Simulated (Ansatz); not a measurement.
**How methods differ on AlH2Br (SMILES [H][Al]([H])[Br])**

AlH2Br: 4 atoms, total charge 0, spin state singlet. SMILES: `[H][Al]([H])[Br]`. Geometry: a GFN2-xTB relaxation, a rough one for these elements and not checked as a minimum.

```csv
atom,x (Å),y (Å),z (Å)
Al,0.0860,0.1433,0.0012
H,1.6199,0.1412,0.0119
H,-0.6406,1.4941,-0.0212
Br,-1.0652,-1.7787,0.0081
```

Quantity: the vertical ionisation energy (to the doublet cation), in eV. The values are calculated.

```
         level                    kind  program  value (eV)  less FCI/STO-3G
     HF/STO-3G            Hartree–Fock   Ansatz        7.19            +0.06
  SVWN5/STO-3G                     LDA   Ansatz        7.59            +0.46
 revPBE/STO-3G                     GGA   Ansatz        7.60            +0.47
 r2SCAN/STO-3G                meta-GGA   Ansatz        7.85            +0.72
r2SCAN0/STO-3G         hybrid meta-GGA   Ansatz        8.07            +0.94
wB97M-V/STO-3G  range-separated hybrid   Ansatz        8.08            +0.95
  wB97X/STO-3G  range-separated hybrid   Ansatz        8.18            +1.05
 B2PLYP/STO-3G           double hybrid   Ansatz        7.74            +0.61
   CCSD/STO-3G   coupled cluster or CI   Ansatz        7.13             0.00
    FCI/STO-3G      exact in the basis   Ansatz        7.13             0.00
```

FCI/STO-3G is exact within its basis and frozen core, so for wave-function methods in that basis the difference is their error; functionals converge differently with the basis, so for them it is only a difference. All-electron rows without a relativistic Hamiltonian named are non-relativistic. Spin-orbit coupling, which can split open shells on such heavy atoms by tenths of an eV, is left out. The values span 7.13 to 8.18 eV. All rows use very small basis sets, so even the best lies far from the true value. In the correlated wave-function rows the outer d shell of Br is correlated, in sets not made for it.
